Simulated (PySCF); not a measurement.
Heteronuclear NMR

Atom-mapped SMILES (the numbers label the heavy atoms): `[CH2:1]=[C:2]([F:3])[Si:4]1([C:5](=[O:6])[OH:7])[SiH2:8][O:9][SiH2:10]1`. Hydrogens are named by the atom that carries them. Ha(C1) is cis to F3; Hb(C1) is trans to F3.

One averaged value for each set of equivalent atoms, gas phase, non-relativistic Hamiltonian, one computed conformer. Geometry from GFN2-xTB; σ from GIAO-PBE0/pcSseg-1; PySCF 2.14.0 with density-fitted response routines.

Problem. Where does $^{19}$F resonate?

Solution. 
```
atoms       environment  σ (ppm)  δ (ppm)
   F3  vinylic fluorine    265.5    -93.6
```

Shieldings were converted by a linear fit to measured shifts: $^{19}$F (scatter 6.0 ppm rms, 7.0 ppm with the 5 outliers that the fit left out vs CFCl3, solution or neat liquid, with a term for F on sp3 carbon). A few per cent of atoms miss by over 2 rms, more outside the fitted compound classes.

On a 300 MHz spectrometer $^{19}$F resonates near 282.3 MHz, so 1 ppm is 282.3 Hz.

Problem. Predict the $^{29}$Si NMR data.

Solution. 
| atoms | environment | σ (ppm) | δ (ppm) |
| --- | --- | --- | --- |
| Si8/Si10 | silicon bonded to O, Si, 2 H, in a 4-membered ring | 344.0 | -2.8 |
| Si4 | silicon bonded to 2 C, 2 Si, in a 4-membered ring | 357.5 | -13.9 |

Shieldings were converted by a linear fit to measured shifts: $^{29}$Si (scatter 8.9 ppm rms, 25.8 ppm with the 6 outliers that the fit left out vs TMS, solution or neat liquid). Occasional misses reach two or three times the rms, and more in compound classes unlike the fitted ones.

On a 500 MHz spectrometer $^{29}$Si resonates near 99.3 MHz, so 1 ppm is 99.3 Hz.

Problem. Predict the $^{17}$O NMR data.

Solution. 
```json
{"atoms": "O6", "environment": "carbonyl oxygen", "σ (ppm)": "-173.2", "δ (ppm)": "424.5"}
{"atoms": "O7", "environment": "acid hydroxyl oxygen", "σ (ppm)": "92.5", "δ (ppm)": "182.5"}
{"atoms": "O9", "environment": "oxygen bonded to 2 Si, in a 4-membered ring", "σ (ppm)": "273.4", "δ (ppm)": "17.6"}
```

Shieldings were converted by a linear fit to measured shifts: $^{17}$O (scatter 10.7 ppm rms, 12.2 ppm with the 3 outliers that the fit left out vs liquid water, solution or neat liquid). Occasional misses reach two or three times the rms, and more in compound classes unlike the fitted ones.

On a 300 MHz spectrometer $^{17}$O resonates near 40.7 MHz, so 1 ppm is 40.7 Hz.

In solution the two oxygens of a carboxylic acid exchange roles by proton transfer and give one 17O line. Hydrogen bonding in solution shields acid and N–H amide carbonyl oxygens by tens of ppm.
